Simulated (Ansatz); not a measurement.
The cluster Ge₅H₄⁺. Charge 1, multiplicity 2. Geometry r2SCAN-D4/def2-SVP.

```xyz
9

Ge    0.2729   -1.9278    0.2383
Ge   -1.7515   -0.5179   -0.0555
Ge    0.0590    1.5780   -0.0298
Ge   -2.0080    1.6332    1.3151
Ge    1.6657   -0.1077   -0.2844
H    -1.6254   -0.0022    1.6944
H     2.7715   -0.0396   -1.3519
H     0.4981   -3.2954   -0.4269
H     0.1175    2.6794   -1.0993
```

Another isomer (doublet) lies 0.74 eV lower at PBE0-D4/def2-TZVP; other spin states weren't run for this one.

Estimate the α-spin orbital energies around the gap (eV) in Ansatz with PBE-D4/def2-TZVP, r2SCAN-D4/def2-TZVP, PBE0-D4/def2-TZVP.


```json
{"orbital": "HOMO−5", "PBE-D4/def2-TZVP": "-12.56", "r2SCAN-D4/def2-TZVP": "-12.93", "PBE0-D4/def2-TZVP": "-13.68"}
{"orbital": "HOMO−4", "PBE-D4/def2-TZVP": "-11.89", "r2SCAN-D4/def2-TZVP": "-12.22", "PBE0-D4/def2-TZVP": "-12.99"}
{"orbital": "HOMO−3", "PBE-D4/def2-TZVP": "-11.22", "r2SCAN-D4/def2-TZVP": "-11.53", "PBE0-D4/def2-TZVP": "-12.19"}
{"orbital": "HOMO−2", "PBE-D4/def2-TZVP": "-10.98", "r2SCAN-D4/def2-TZVP": "-11.25", "PBE0-D4/def2-TZVP": "-11.89"}
{"orbital": "HOMO−1", "PBE-D4/def2-TZVP": "-10.24", "r2SCAN-D4/def2-TZVP": "-10.49", "PBE0-D4/def2-TZVP": "-10.98"}
{"orbital": "HOMO", "PBE-D4/def2-TZVP": "-9.50", "r2SCAN-D4/def2-TZVP": "-9.83", "PBE0-D4/def2-TZVP": "-10.31"}
{"orbital": "LUMO", "PBE-D4/def2-TZVP": "-7.87", "r2SCAN-D4/def2-TZVP": "-7.92", "PBE0-D4/def2-TZVP": "-7.26"}
{"orbital": "LUMO+1", "PBE-D4/def2-TZVP": "-7.71", "r2SCAN-D4/def2-TZVP": "-7.71", "PBE0-D4/def2-TZVP": "-7.08"}
{"orbital": "LUMO+2", "PBE-D4/def2-TZVP": "-6.87", "r2SCAN-D4/def2-TZVP": "-6.79", "PBE0-D4/def2-TZVP": "-6.13"}
{"orbital": "LUMO+3", "PBE-D4/def2-TZVP": "-6.15", "r2SCAN-D4/def2-TZVP": "-6.00", "PBE0-D4/def2-TZVP": "-5.40"}
{"orbital": "LUMO+4", "PBE-D4/def2-TZVP": "-5.69", "r2SCAN-D4/def2-TZVP": "-5.48", "PBE0-D4/def2-TZVP": "-4.89"}
{"orbital": "LUMO+5", "PBE-D4/def2-TZVP": "-4.79", "r2SCAN-D4/def2-TZVP": "-4.60", "PBE0-D4/def2-TZVP": "-3.98"}
{"orbital": "β HOMO", "PBE-D4/def2-TZVP": "-10.09", "r2SCAN-D4/def2-TZVP": "-10.31", "PBE0-D4/def2-TZVP": "-10.77"}
{"orbital": "β LUMO", "PBE-D4/def2-TZVP": "-8.91", "r2SCAN-D4/def2-TZVP": "-8.80", "PBE0-D4/def2-TZVP": "-8.22"}
```
